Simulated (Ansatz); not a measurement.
Start from `[SiH3][Al]([Cl])[SnH3]` and change one atom or group to get `C[CH2][Al]([SiH3])[Cl]`.

Ansatz, PBE0-D4/def2-TZVP geometries, multiplicity 1. Each molecule was computed in one conformer, which needn't be the lowest.

Elements past krypton have def2 core potentials.

| property | `[SiH3][Al]([Cl])[SnH3]` |
| --- | --- |
| LUMO energy (PBE/def2-TZVPP) / eV | -3.04 |
| LUMO energy (ωB97M-V/def2-TZVPP) / eV | -0.65 |
| size of the dipole moment (B3LYP/def2-TZVPP) / D | 0.94 |
| HOMO energy (B3LYP/def2-TZVPP) / eV | -7.00 |
| LUMO energy (B3LYP/def2-TZVPP) / eV | -2.48 |
| HOMO energy (PBE/def2-TZVPP) / eV | -6.21 |

Question: What does the change do to each property? (An estimate is asked.)

Answer: Ansatz gave: 
| property | `C[CH2][Al]([SiH3])[Cl]` | shift |
| --- | --- | --- |
| LUMO energy (PBE/def2-TZVPP) / eV | -2.38 | 0.66 |
| LUMO energy (ωB97M-V/def2-TZVPP) / eV | 0.02 | 0.67 |
| size of the dipole moment (B3LYP/def2-TZVPP) / D | 1.82 | 0.88 |
| HOMO energy (B3LYP/def2-TZVPP) / eV | -7.14 | -0.14 |
| LUMO energy (B3LYP/def2-TZVPP) / eV | -1.81 | 0.67 |
| HOMO energy (PBE/def2-TZVPP) / eV | -6.22 | -0.01 |

With PBE0 the HOMO falls by 0.15 eV and the LUMO rises by 0.69 eV, so the gap widens by about 0.84 eV. PBE moves the HOMO by -0.01 eV and ωB97M-V by -0.32 eV. Dipoles are sizes alone; their direction can turn.

B3LYP here is the variant with VWN-RPA as its local correlation; programs differ in this.
